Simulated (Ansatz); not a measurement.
Molecular dynamics of Cl₂H₂Zn

Input file:

```yaml
crystal:
  periodic: [false, false, false]
  atoms:
    - { symbol: Zn, position_ang: [-0.623495, -1.0e-06, -0.126086] }
    - { symbol: Cl, position_ang: [0.201711, 1.0e-06, 2.181515] }
    - { symbol: Cl, position_ang: [0.373088, 0.0, -1.983615] }
    - { symbol: H, position_ang: [-2.011383, 0.0, 0.811199] }
    - { symbol: H, position_ang: [-1.22482, 0.0, 1.620387] }
basis:
  gaussian: { orbitals: def2-SVP }
hamiltonian:
  xc: pbe0
  dispersion: d4
md:
  timestep: 0.5
  n_steps: 200
  ensemble: nve
  temperature: 300.0
  initial_velocities: maxwell_boltzmann
  seed: 3572
```

Launched with:

```bash
$ ansatz run input.yaml --threads 1 --pin off --max-ram 2048MiB --backend cpu --events-out ev --progress --plain --runs-dir out
```

It starts at the highest image of a converged band, a first-order saddle point between two minima.

Output, in part (step lines, the closing report, with atoms numbered from 0):

```
md step     0: t =     0.00 fs  T =   300.0 K  F+E_penalty+E_count = -73468.77066275 eV  E_kin = 0.116334 eV  conserved = -73468.65432875 eV  (28 SCF iters)
md step     1: t =     0.50 fs  T =   298.0 K  F+E_penalty+E_count = -73468.76987392 eV  E_kin = 0.115547 eV  conserved = -73468.65432697 eV  (24 SCF iters)
md step     2: t =     1.00 fs  T =   292.0 K  F+E_penalty+E_count = -73468.76753789 eV  E_kin = 0.113218 eV  conserved = -73468.65431943 eV  (24 SCF iters)
md step     3: t =     1.50 fs  T =   282.3 K  F+E_penalty+E_count = -73468.76377707 eV  E_kin = 0.109470 eV  conserved = -73468.65430694 eV  (24 SCF iters)
md step     4: t =     2.00 fs  T =   269.5 K  F+E_penalty+E_count = -73468.75879394 eV  E_kin = 0.104503 eV  conserved = -73468.65429046 eV  (24 SCF iters)
md step     5: t =     2.50 fs  T =   254.2 K  F+E_penalty+E_count = -73468.75285618 eV  E_kin = 0.098585 eV  conserved = -73468.65427085 eV  (24 SCF iters)
md step     6: t =     3.00 fs  T =   237.3 K  F+E_penalty+E_count = -73468.74627954 eV  E_kin = 0.092030 eV  conserved = -73468.65424955 eV  (24 SCF iters)
md step     7: t =     3.50 fs  T =   219.7 K  F+E_penalty+E_count = -73468.73940741 eV  E_kin = 0.085180 eV  conserved = -73468.65422785 eV  (24 SCF iters)
[... lines left out ...]
Total energy: -73469.59891705 eV, -2699.9579607188 hartree
Atom 0 at    -0.152749     0.004907     0.013448 Å, force     0.413568    -0.011522     0.065010 eV/Å
Atom 1 at     0.039263     0.005051     2.268580 Å, force    -0.230691     0.001834    -1.909588 eV/Å
Atom 2 at    -0.012175    -0.004631    -2.236557 Å, force    -0.183670     0.009677     1.844638 eV/Å
Atom 3 at    -7.168230    -0.276693    -0.744132 Å, force     0.035824    -0.046052    -0.148018 eV/Å
Atom 4 at    -7.338864    -0.056367    -0.040951 Å, force    -0.035031     0.046063     0.147958 eV/Å
Dipole moment:    -0.135874     0.003860    -0.005230 e Å
```

The steps, from the saved trajectory:

```tsv
time (fs)	T (K)	potential energy less start (eV)	conserved less start (meV/atom)
0	300	0.000	0.00
3	237	0.024	0.02
6	150	0.059	0.04
9	172	0.050	0.04
12	314	-0.005	0.03
15	556	-0.099	0.03
18	919	-0.240	0.02
21	1315	-0.394	0.02
24	1686	-0.538	-0.01
27	1967	-0.646	-0.01
30	2166	-0.723	0.02
33	2322	-0.784	0.03
36	2452	-0.834	0.01
39	2537	-0.868	-0.01
42	2546	-0.871	0.00
45	2464	-0.839	0.02
48	2308	-0.779	0.02
51	2114	-0.703	0.01
54	1946	-0.638	0.01
57	1872	-0.609	0.03
60	1931	-0.632	0.05
63	2104	-0.699	0.03
66	2317	-0.782	0.00
69	2508	-0.856	-0.01
72	2653	-0.912	0.02
75	2762	-0.955	0.03
78	2855	-0.991	0.02
81	2921	-1.016	-0.01
84	2944	-1.025	0.00
87	2917	-1.015	0.02
90	2846	-0.987	0.03
93	2747	-0.949	0.01
96	2621	-0.900	0.00
99	2479	-0.845	0.01
```

The run went to its last step. The conserved energy stayed within 0.053 meV per atom of its start (net change 0.0022 meV per atom), so the integration is sound. The kinetic energy rose, since the run started high on the potential surface and went downhill. It ends in pieces (Cl2Zn + H2), so much of that is their flight and rotation, not heat. A run of 0.1 ps of so small a system gives no equilibrium averages. The orbitals stay closed-shell, which can raise the energy where a bond breaks towards radicals; this wasn't checked here.

Between its relaxed ends the band would form Zn1–H4, Cl2–H5 and break Zn1–Cl2, H4–H5. These pairs go: Zn1–H4 1.67 → 7.06 Å, Cl2–H5 1.53 → 7.73 Å, Zn1–Cl2 2.45 → 2.26 Å, H4–H5 1.13 → 0.76 Å. In the last frame they stand as before the step (other bonds may differ from the relaxed reactants and products). Also parted: Zn1–H5 1.85 → 7.19 Å. It ends as Cl2Zn + H2. Pairs count as bonded within 1.25 times the sum of covalent radii (0.12 Å more for H–H).

Last frame:

```xyz
5
Properties=species:S:1:pos:R:3
Zn -0.153 0.005 0.013
Cl 0.039 0.005 2.269
Cl -0.012 -0.005 -2.237
H -7.168 -0.277 -0.744
H -7.339 -0.056 -0.041
```

Time of the run: 9.9 min on 1 thread of Arm Neoverse V1, on a shared host, peak memory 0.18 GiB.
